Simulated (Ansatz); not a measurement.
## CuCl: state-averaged CASSCF

Program: Ansatz, Gaussian basis, development build. State-averaged CASSCF with equal weights; occupations are averaged over the states; levels count from the state that is lowest in CASSCF. CASSCF levels without dynamic correlation can be off by over 1 eV. Solutions may break the symmetry of the shape. Lower solutions, or ones in other orbitals, may exist. The average may hold one member of a degenerate pair alone.

Geometry: bond length 2.0510 Å.

Basis cc-pVTZ on Cu, cc-pV(T+d)Z on Cl, nonrelativistic, 10 orbitals frozen in the corrections; active space CAS(2,4). Averaged: 3 triplets.

(1) Give the levels in order.

Geometry: bond length 2.2561 Å.

Basis cc-pVTZ on Cu, cc-pV(T+d)Z on Cl, nonrelativistic, 10 orbitals frozen in the corrections; active space CAS(2,4). Averaged: 3 singlets.

(2) Give the levels in order.

Same geometry.

Basis cc-pVTZ on Cu, cc-pV(T+d)Z on Cl, nonrelativistic, 10 orbitals frozen in the corrections; active space CAS(2,4). Averaged: 1 singlet, 1 triplet.

(3) Give the levels in order, with their spins.

Answers

(1) 

```json
{"state": "triplet", "CASSCF (eV)": "0.000"}
{"state": "triplet", "CASSCF (eV)": "3.956"}
{"state": "triplet", "CASSCF (eV)": "3.956"}
```

Occupations: 1.00, 0.33, 0.33, 0.33.

(2) 

```json
{"state": "singlet", "CASSCF (eV)": "0.000"}
{"state": "singlet", "CASSCF (eV)": "3.264"}
{"state": "singlet", "CASSCF (eV)": "5.749"}
```

Occupations: 1.32, 0.33, 0.33, 0.01.

(3) 

| state | CASSCF (eV) |
| --- | --- |
| singlet | 0.000 |
| triplet | 3.706 |

Occupations: 1.48, 0.50, 0.01, 0.01.
